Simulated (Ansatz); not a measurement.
Born–Oppenheimer molecular dynamics of C3H6B2 (11 atoms, charge 0, multiplicity 1). It starts from a relaxed structure.

The calculation used Ansatz, UKS PBE0-D4/STO-3G.

```yaml
ensemble: NVE (velocity Verlet)
time_step: 1 fs
steps_asked: 173
starting_velocities_drawn_for: 300 K
seed: 354816
```

First frame:

```xyz
11
Properties=species:S:1:pos:R:3
B -1.729 0.359 0.322
C -0.220 0.052 0.397
B 0.588 -0.080 1.705
C 0.441 -0.114 -0.762
C 1.083 -0.275 -1.888
H -2.346 0.509 1.308
H -2.269 0.444 -0.717
H 1.737 -0.316 1.676
H 0.052 0.057 2.740
H 1.176 -1.262 -2.356
H 1.552 0.570 -2.404
```

**Question.** How far do the bonds stretch over the last three quarters of this one trajectory? (Pairs bonded in most of those frames.)

**Answer.** 
| bond | mean (Å) | spread (Å) | shortest | longest |
| --- | --- | --- | --- | --- |
| B1–C2 | 1.542 | 0.014 | 1.52 | 1.57 |
| B1–H6 | 1.175 | 0.025 | 1.12 | 1.23 |
| B1–H7 | 1.179 | 0.043 | 1.11 | 1.25 |
| C2–B3 | 1.544 | 0.018 | 1.51 | 1.58 |
| C2–C4 | 1.344 | 0.017 | 1.31 | 1.38 |
| B3–H8 | 1.174 | 0.012 | 1.16 | 1.19 |
| B3–H9 | 1.174 | 0.013 | 1.15 | 1.20 |
| C4–C5 | 1.308 | 0.018 | 1.28 | 1.34 |
| C5–H10 | 1.097 | 0.007 | 1.08 | 1.11 |
| C5–H11 | 1.097 | 0.009 | 1.08 | 1.11 |

Mean temperature of the second half: 152 K. The conserved energy stayed within 0.96 meV per atom of its start (net change 0.57 meV per atom), so the integration is sound. The temperature averaged 0.51 of the 300 K drawn at the start: a run that starts near a minimum puts about half its kinetic energy into the potential. A run of 0.17 ps of so small a system gives no equilibrium averages. Limits of this set-up: minimal basis.

Run time: 9.5 min on 1 CPU thread of a shared host.
